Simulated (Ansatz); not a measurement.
Name a neutral molecule of B, C, Ga, N and H with HOMO energy (ωB97M-V/def2-TZVPP) between -7.60 and -7.30 eV and HOMO–LUMO gap (PBE0/def2-TZVPP) between 3.60 and 3.90 eV (Ansatz, PBE0-D4/def2-TZVP geometry).

`C/N=[C]1/[BH][GaH]1` (-7.53 eV, 3.66 eV). Other molecules can fit too; these were computed, each in one conformer that needn't be the lowest.
